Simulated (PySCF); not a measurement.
A GIAO shielding run with PySCF 2.14 (density fitting, non-relativistic, gas phase) on SMILES [SiH3]N([SiH3])[SiH3], H₉NSi₃:

```
$ OMP_NUM_THREADS=2 python probes_run.py task.json out

{"job": {"kind": "nmr", "xc": "PBE0", "basis": "pcSseg-2"}, "charge": 0, "multiplicity": 1}
Si     0.275151     1.644331     0.610768
N      0.014323     0.032557     0.011067
Si    -1.613764    -0.525628    -0.244177
Si     1.344186    -1.080928    -0.116644
H     -0.709286     2.559412    -0.021847
H      0.101630     1.728585     2.086985
H      1.660509     2.061158     0.277444
H     -2.425204     0.586664    -0.801488
H     -1.583636    -1.670082    -1.189469
H     -2.255355    -0.977975     1.020757
H      1.584763    -1.819994     1.153467
H      1.041819    -2.072002    -1.180080
H      2.575945    -0.322554    -0.451181
```

Hardware: 2 threads of an Intel Xeon, shared host. The job also computes population analyses, field gradients.

Question: How large is the calculation?

Answer: 58 electrons, 291 basis functions and 867 auxiliary functions.

Question: How long does it take, and how much memory does it need?

Answer: 74 s of wall time, with 12 SCF cycles and 4 response iterations; peak memory 2 GiB. Times on a shared host scatter by some tens of per cent.
